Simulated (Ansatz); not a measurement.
| atom | x (Å) | y (Å) | z (Å) |
| --- | --- | --- | --- |
| N | 0.5500 | 0.0000 | 3.8000 |
| N | -0.5500 | 0.0000 | 3.8000 |
| Li | 1.3400 | 0.0000 | 0.0000 |
| Li | -1.3400 | 0.0000 | 0.0000 |

RHF on singlet Li₂N₂ was run in several spherical basis sets with Ansatz (development build ahead of 0.2.0).

**Question.** Rank the basis sets by the total energy that they give, lowest first, with the distance from the lowest.
A. cc-pVDZ
B. def2-SVP
C. 6-31G

**Answer.** A (0.00 eV), C (2.45 eV), B (3.21 eV).

Totals follow the description of the cores as much as that of the bonds, so this order isn't one of quality for chemistry.
